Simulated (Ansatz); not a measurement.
SeH2 (H2Se). Total charge 0; singlet. Geometry PBE-D4/def2-TZVP.

```xyz
3

Se   -0.103    0.037    0.686
H     1.050    0.277   -0.208
H    -0.947   -0.314   -0.478
```

B3LYP takes the VWN-RPA correlation.

Question: Estimate the orbital energies around the gap (eV) in Ansatz with revPBE-D4/def2-TZVP, BLYP-D4/def2-TZVP, B3LYP-D4/def2-TZVP, PBE0-D4/def2-TZVP, CAM-B3LYP-D4/def2-TZVP.

Answer: 
```json
{"orbital": "HOMO−5", "revPBE-D4/def2-TZVP": "-53.57", "BLYP-D4/def2-TZVP": "-53.58", "B3LYP-D4/def2-TZVP": "-57.50", "PBE0-D4/def2-TZVP": "-58.30", "CAM-B3LYP-D4/def2-TZVP": "-59.49"}
{"orbital": "HOMO−4", "revPBE-D4/def2-TZVP": "-53.54", "BLYP-D4/def2-TZVP": "-53.55", "B3LYP-D4/def2-TZVP": "-57.46", "PBE0-D4/def2-TZVP": "-58.27", "CAM-B3LYP-D4/def2-TZVP": "-59.46"}
{"orbital": "HOMO−3", "revPBE-D4/def2-TZVP": "-17.70", "BLYP-D4/def2-TZVP": "-17.63", "B3LYP-D4/def2-TZVP": "-19.49", "PBE0-D4/def2-TZVP": "-19.88", "CAM-B3LYP-D4/def2-TZVP": "-21.63"}
{"orbital": "HOMO−2", "revPBE-D4/def2-TZVP": "-10.29", "BLYP-D4/def2-TZVP": "-10.18", "B3LYP-D4/def2-TZVP": "-11.43", "PBE0-D4/def2-TZVP": "-11.68", "CAM-B3LYP-D4/def2-TZVP": "-13.05"}
{"orbital": "HOMO−1", "revPBE-D4/def2-TZVP": "-8.77", "BLYP-D4/def2-TZVP": "-8.68", "B3LYP-D4/def2-TZVP": "-9.84", "PBE0-D4/def2-TZVP": "-10.06", "CAM-B3LYP-D4/def2-TZVP": "-11.41"}
{"orbital": "HOMO", "revPBE-D4/def2-TZVP": "-5.87", "BLYP-D4/def2-TZVP": "-5.75", "B3LYP-D4/def2-TZVP": "-6.86", "PBE0-D4/def2-TZVP": "-7.10", "CAM-B3LYP-D4/def2-TZVP": "-8.42"}
{"orbital": "LUMO", "revPBE-D4/def2-TZVP": "-0.87", "BLYP-D4/def2-TZVP": "-0.87", "B3LYP-D4/def2-TZVP": "-0.28", "PBE0-D4/def2-TZVP": "0.01", "CAM-B3LYP-D4/def2-TZVP": "1.07"}
{"orbital": "LUMO+1", "revPBE-D4/def2-TZVP": "-0.37", "BLYP-D4/def2-TZVP": "-0.46", "B3LYP-D4/def2-TZVP": "0.09", "PBE0-D4/def2-TZVP": "0.45", "CAM-B3LYP-D4/def2-TZVP": "1.32"}
{"orbital": "LUMO+2", "revPBE-D4/def2-TZVP": "4.18", "BLYP-D4/def2-TZVP": "4.05", "B3LYP-D4/def2-TZVP": "4.55", "PBE0-D4/def2-TZVP": "4.93", "CAM-B3LYP-D4/def2-TZVP": "5.74"}
{"orbital": "LUMO+3", "revPBE-D4/def2-TZVP": "4.33", "BLYP-D4/def2-TZVP": "4.32", "B3LYP-D4/def2-TZVP": "4.86", "PBE0-D4/def2-TZVP": "5.15", "CAM-B3LYP-D4/def2-TZVP": "6.14"}
{"orbital": "LUMO+4", "revPBE-D4/def2-TZVP": "5.24", "BLYP-D4/def2-TZVP": "5.26", "B3LYP-D4/def2-TZVP": "5.89", "PBE0-D4/def2-TZVP": "6.17", "CAM-B3LYP-D4/def2-TZVP": "7.25"}
{"orbital": "LUMO+5", "revPBE-D4/def2-TZVP": "5.33", "BLYP-D4/def2-TZVP": "5.32", "B3LYP-D4/def2-TZVP": "5.97", "PBE0-D4/def2-TZVP": "6.22", "CAM-B3LYP-D4/def2-TZVP": "7.27"}
```
